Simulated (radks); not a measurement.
Excited configurations of Be IV: one electron is placed in a higher orbital outside the bare nucleus. The ground configuration is 1s1. All-electron calculation, non-relativistic Kohn-Sham, LDA (Slater exchange, Perdew-Wang correlation), spin-polarised, spherical densities, point nucleus; open shells are filled with parallel spins first. Program: a radial shooting solver on a logarithmic mesh with Libxc functionals. Excitation = E - E(ground); binding = E(ion) - E, where the ion is the core of charge +4; n* = 4/sqrt(2 binding) in atomic units, and the quantum defect is n - n*.

[
 {"outer orbital": "3p", "excitation (eV)": "189.58", "binding (eV)": "24.334", "eigenvalue (eV)": "-21.693", "<r> (bohr)": "3.111"},
 {"outer orbital": "4p", "excitation (eV)": "200.08", "binding (eV)": "13.831", "eigenvalue (eV)": "-12.436", "<r> (bohr)": "5.698"},
 {"outer orbital": "5s", "excitation (eV)": "205.00", "binding (eV)": "8.917", "eigenvalue (eV)": "-8.082", "<r> (bohr)": "9.272"},
 {"outer orbital": "6s", "excitation (eV)": "207.69", "binding (eV)": "6.229", "eigenvalue (eV)": "-5.660", "<r> (bohr)": "13.33"},
 {"outer orbital": "6d", "excitation (eV)": "207.69", "binding (eV)": "6.229", "eigenvalue (eV)": "-5.623", "<r> (bohr)": "12.59"},
 {"outer orbital": "7f", "excitation (eV)": "209.32", "binding (eV)": "4.599", "eigenvalue (eV)": "-4.147", "<r> (bohr)": "16.64"}
]

The Delta-SCF ionisation energy is 213.92 eV (NIST Atomic Spectra Database: 217.72 eV, theoretical). Self-interaction in the functional shifts the binding energies and quantum defects, so they are the method's values and not measured ones.
